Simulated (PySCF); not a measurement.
# Working out the ionisation energy of Kr²⁺

Kr²⁺ [Ar] 3d10 4s2 4p4 (3P) → Kr³⁺ [Ar] 3d10 4s2 4p3 (4S). Calculation: PySCF 2.14, in x2c-QZVPPall (11s8p5d4f1g, 97 functions); the spin-free X2C one-electron Hamiltonian (Gaussian nucleus). Frozen: [Ar] 3d10. Energies in hartree (1 hartree = 27.21139 eV):

| part | Kr²⁺ (lower) | Kr³⁺ (upper) |
| --- | --- | --- |
| UHF | -2786.940198 | -2785.678474 |
| CCSD correlation | -0.138405 | -0.102773 |
| (T) | -0.003673 | -0.002637 |

Task: What does Hartree-Fock give?

Result: (-2785.678474) − (-2786.940198) = 1.261724 hartree = 34.333 eV.

Task: What do CCSD and CCSD(T) give?

Result: The CCSD correlation energies differ by 0.035632 hartree = 0.970 eV and the triples by 0.001036 hartree = 0.028 eV, so CCSD gives 35.303 eV and CCSD(T) 35.331 eV.

A first-order spin-orbit estimate adds 0.239 eV to CCSD(T) (valence), giving 35.570 eV against 35.838 ± 0.02 eV (measured; NIST Atomic Spectra Database, ionization energies).

What remains against the reference includes basis incompleteness, the frozen core and higher excitations.
